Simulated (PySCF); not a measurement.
Q: Write Cartesian coordinates for `Cl/C=C/C#CC1CCC1` as optimised with PBE0-D3(BJ)/def2-SVP.

A: 
```
atom  x, y, z in Å
Cl1    5.7524   -0.1264    0.4042
C2     4.0435    0.0483    0.4025
C3     3.2437   -0.6396   -0.4279
C4     1.8327   -0.4979   -0.4330
C5     0.6196   -0.3988   -0.4628
C6    -0.8213   -0.2567   -0.4690
C7    -1.6172   -0.4470    0.8497
C8    -2.5520    0.6889    0.3984
C9    -1.4534    1.1570   -0.5720
H10    3.6643    0.7657    1.1336
H11    3.6940   -1.3435   -1.1371
H12   -1.2476   -0.9071   -1.2517
H13   -1.0040   -0.1527    1.7142
H14   -2.0444   -1.4423    1.0400
H15   -3.4300    0.3009   -0.1407
H16   -2.8997    1.4004    1.1610
H17   -1.7431    1.5066   -1.5737
H18   -0.7936    1.9071   -0.1115
```

Orientation and origin are arbitrary. Atoms count from 1 in this order. The 4-membered ring C6–C7–C8–C9 has internal angles of 87.7° to 88.6°; it is puckered, 0.13 Å rms from its mean plane, widest ring torsion 20°. The 8 C–C bonds span 1.217 Å (C4≡C5, drawn triple) to 1.552 Å (C6–C9, drawn single), a spread of 0.335 Å.

Bonds between heavy atoms (Å): Cl1–C2 1.718, C2=C3 1.343, C3–C4 1.418, C4≡C5 1.217, C5–C6 1.448, C6–C7 1.552, C7–C8 1.539, C8–C9 1.539, C6–C9 1.552.

Computed, not measured: PySCF 2.14.0, PBE0-D3(BJ)/def2-SVP geometry optimisation, gas phase.

Not checked by PBE0-D3(BJ)/def2-SVP frequencies. One conformer, not necessarily the lowest (C5–C6–C7–C8 143°, C6–C7–C8–C9 -20°, C7–C8–C9–C6 20°, C5–C6–C9–C8 -143°).
